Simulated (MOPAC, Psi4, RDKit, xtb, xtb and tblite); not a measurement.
Two geometries of SMILES C#CC[SiH2]OC, relaxed at GFN2-xTB with one dihedral held; other torsions can differ between them too.

Structure A

```
14

C     -3.4771     0.1551    -0.7675
C     -2.4758    -0.2508    -0.2523
C     -1.2639    -0.7277     0.3594
Si     0.1960     0.4387     0.0083
O      1.2803    -0.0704     1.1047
C      2.5799     0.3948     1.2975
H     -4.3619     0.5021    -1.2104
H     -1.0489    -1.7295    -0.0183
H     -1.4225    -0.8131     1.4368
H      0.6977     0.2863    -1.3631
H     -0.1514     1.8479     0.2222
H      3.1765     0.2683     0.3911
H      3.0295    -0.1801     2.1078
H      2.5772     1.4540     1.5649
```

Structure B

```
14

C     -3.4909     0.1333    -0.7553
C     -2.4813    -0.2606    -0.2469
C     -1.2598    -0.7260     0.3574
Si     0.2056     0.4403     0.0069
O      0.8924     0.5465     1.4745
C      2.0526     1.2365     1.8241
H     -4.3824     0.4712    -1.1916
H     -1.0448    -1.7260    -0.0240
H     -1.4125    -0.8107     1.4357
H      1.1295    -0.1367    -0.9792
H     -0.2163     1.7593    -0.4741
H      2.9107     0.8640     1.2598
H      2.2288     1.0854     2.8896
H      1.9441     2.3049     1.6241
```

### Question
Which is lower in energy at the level B3LYP-D3(BJ)/def2-TZVP // GFN2-xTB run with Psi4, and by how much?

### Answer
A is lower, by 1.23 kcal/mol (dihedral C2–C3–Si4–O5: 165° in A, 135° in B).

E(B) − E(A) in kcal/mol at the other levels, on the same two geometries: GFN2-xTB (xtb and tblite) 0.75; MMFF94 // GFN2-xTB (RDKit) 1.23; B3LYP/def2-TZVP // GFN2-xTB (Psi4) 1.23; PBE/def2-TZVP // GFN2-xTB (Psi4) 1.15; PBE-D3(BJ)/def2-TZVP // GFN2-xTB (Psi4) 1.16; UFF // GFN2-xTB (RDKit) 1.30; PM6, restricted, heats of formation // GFN2-xTB (MOPAC) 0.57; PM7, restricted, heats of formation // GFN2-xTB (MOPAC) 0.68; GFN1-xTB // GFN2-xTB (xtb) 0.96.
